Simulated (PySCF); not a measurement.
Run record: geometry optimisation, Ni(SH)2, `[SH][Ni][SH]` [triplet].

Method: PBE0-D3(BJ)/def2-SVP geometry optimisation, gas phase (PySCF 2.14.0). Start geometry: GFN2-xTB. A driver script takes a list of jobs; this job's settings line and coordinates (Å) are shown.

Input:
```
{"job": {"xc": "PBE0", "basis": "def2-SVP", "d3": "d3bj", "grid": 1, "maxiter": 40, "kind": "geom"}, "charge": 0, "multiplicity": 3}
Ni    -0.053950     0.105050     0.002140
S      0.621300    -0.548040     1.853670
H     -0.009640     0.710950     1.796820
S      0.015220    -0.771990    -1.878200
H     -0.572920     0.504020    -1.774430
```

Output:
```
step   0  E = -2304.92174742  max force = 0.021190
step   1  E = -2304.93677347  max force = 0.022832
step   2  E = -2304.95620694  max force = 0.023873
step   3  E = -2304.97275591  max force = 0.011788
step   4  E = -2304.97520044  max force = 0.004176
step   5  E = -2304.97544704  max force = 0.002467
step   6  E = -2304.97563967  max force = 0.000988
step   7  E = -2304.97565354  max force = 0.001071
step   8  E = -2304.97565745  max force = 0.000867
step   9  E = -2304.97566309  max force = 0.000516
step  10  E = -2304.97567375  max force = 0.000915
step  11  E = -2304.97568279  max force = 0.000834
step  12  E = -2304.97568616  max force = 0.000427
optimisation converged
```

Energies in Eh; «max force» is the largest Cartesian gradient component in Eh/bohr.

Q: How much energy does the optimisation release, in eV?

A: E(step 0) − E(last step) = 0.053939 Eh, which is 1.468 eV.

Q: Give the first gradient maximum in eV/Å.

A: With 1 Eh/bohr = 51.422 eV/Å, 1.090 eV/Å.

Summary of the converged run: final energy -2304.97569 Eh after 12 steps; dipole 1.84 D.

Q: How long does this job take on x86-64 server, one thread, no GPU, on a shared host?

A: About 78 s.
Labels such as C1 count atoms from 1, the log's own numbers from 0.

For an open-shell metal species like this, the optimisation's SCF solution wasn't tested for stability and no frequencies at its level were run, so a lower state or another shape may exist.
